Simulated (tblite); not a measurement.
Input of a run (GFN2-xTB geometry optimisation, gas phase (tblite 0.8.0)), started from a force field or distance geometry:
```
{"job": {"kind": "relax", "xc": "GFN2-xTB", "basis": "xTB"}, "charge": 0, "multiplicity": 1}
C     -3.074400     0.315100     0.124400
O     -1.692700     0.584900    -0.041700
C     -0.883300    -0.477000     0.271000
O     -1.246100    -1.552800     0.685200
C      0.522400    -0.091500     0.112500
C      1.327400    -0.384800     1.219100
P      3.124900     0.002400     1.350600
C      3.519600    -0.015600    -0.427300
P      2.577500     1.063000    -1.558400
C      0.886500     0.451800    -1.133900
F     -0.045700     0.576000    -2.100400
H     -3.636100     1.212500    -0.169600
H     -3.398900    -0.507100    -0.511500
H     -3.310100     0.098300     1.169700
H      0.876700    -0.809700     2.113900
H      4.444700    -0.456600    -0.756100
```

Output (eV, eV/Å):
```
step      E/eV     max force
  0    -903.10331    3.216
  1    -903.56373    2.071
  2    -903.88356    1.948
  3    -904.05741    1.581
  4    -904.25879    0.937
  5    -904.33971    0.915
  6    -904.40645    0.711
  7    -904.47207    0.666
  8    -904.52867    0.671
  9    -904.57351    0.482
 10    -904.60102    0.453
 11    -904.61816    0.370
 12    -904.63130    0.305
 13    -904.63983    0.230
 14    -904.64510    0.191
 15    -904.64929    0.226
 16    -904.65347    0.207
 17    -904.65731    0.168
 18    -904.66037    0.143
 19    -904.66307    0.141
 20    -904.66621    0.186
 21    -904.67001    0.229
 22    -904.67361    0.176
 23    -904.67602    0.102
 24    -904.67748    0.100
 25    -904.67873    0.113
 26    -904.68006    0.130
 27    -904.68136    0.114
 28    -904.68260    0.106
 29    -904.68401    0.107
 30    -904.68587    0.113
 31    -904.68802    0.155
 32    -904.68995    0.142
 33    -904.69140    0.093
 34    -904.69264    0.086
 35    -904.69411    0.108
 36    -904.69599    0.136
 37    -904.69800    0.149
 38    -904.69984    0.104
 39    -904.70156    0.111
 40    -904.70333    0.118
 41    -904.70523    0.170
 42    -904.70710    0.169
 43    -904.70848    0.105
 44    -904.70919    0.055
 45    -904.70949    0.069
 46    -904.70975    0.054
 47    -904.71003    0.050
 48    -904.71041    0.089
 49    -904.71077    0.049
 50    -904.71107    0.030
 51    -904.71120    0.025
 52    -904.71129    0.022
 53    -904.71136    0.015
 54    -904.71141    0.011
 55    -904.71143    0.009
```

Q: Summarise the run.

A: The energy falls by 155.2 kJ/mol over 55 L-BFGS steps, the largest force on an atom goes from 3.22 to 0.009 eV/Å, and the atoms move by 0.320 Å rms after alignment. The bond that changes most is C6–P7 (ends: aromatic CH carbon; phosphorus bonded to 2 C), which shortens by 0.112 Å. Bonds longer at the end by more than 0.005 Å: 3 of 16; shorter: 8. Among the angles that change most is P7–C8–P9, from 119.2° to 132.7°. Among the dihedrals that turn most is P7–C8–P9–C10, from -56° to 2°. The energy never rose by more than 1e-5 eV on the way. The first step brought 29 % of the lowering.

Q: What are the final bond lengths?

A: C1–O2 1.420 Å, O2–C3 1.330 Å, C3=O4 1.204 Å, C3–C5 1.502 Å, C5–C6 1.387 Å, C6–P7 1.732 Å, P7–C8 1.731 Å, C8–P9 1.726 Å, P9–C10 1.745 Å, C10–F11 1.354 Å, C5–C10 1.386 Å, C1–H12 1.087 Å, C1–H13 1.092 Å, C1–H14 1.092 Å, C6–H15 1.084 Å, C8–H16 1.086 Å. Numbering counts from 1 in the input's order; the species is `COC(=O)c1cpcpc1F`.

Its GFN2-xTB frequencies are all real (lowest 33 cm⁻¹). The numbers are those of one conformer.

These are computed values.
